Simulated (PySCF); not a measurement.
CH₃F₂IOSi, SMILES CO[Si](F)(F)I. Coordinates come from a B3LYP-D3(BJ)/def2-SVP optimisation. The structure was generated by enumeration, and PubChem lists no compound with its InChIKey, so it may never have been made. The def2 effective core potentials stand for the cores of I; spin–orbit coupling is left out. One conformer was computed; it need not be the lowest.

Computed equilibrium geometry at B3LYP-D3(BJ)/def2-SVP (PySCF confirms it by a frequency run) as a Z-matrix (one conformer of several):
```
O
C 1 1.4170
H 2 1.0990 1 107.98
H 2 1.1026 3 108.83 1 120.67
H 2 1.1033 3 108.76 4 118.51
Si 1 1.6229 2 129.23 3 -173.13
F 6 1.6021 1 107.46 2 171.07
F 6 1.6089 7 107.15 1 -119.93
I 6 2.4295 7 110.13 8 -117.34
```
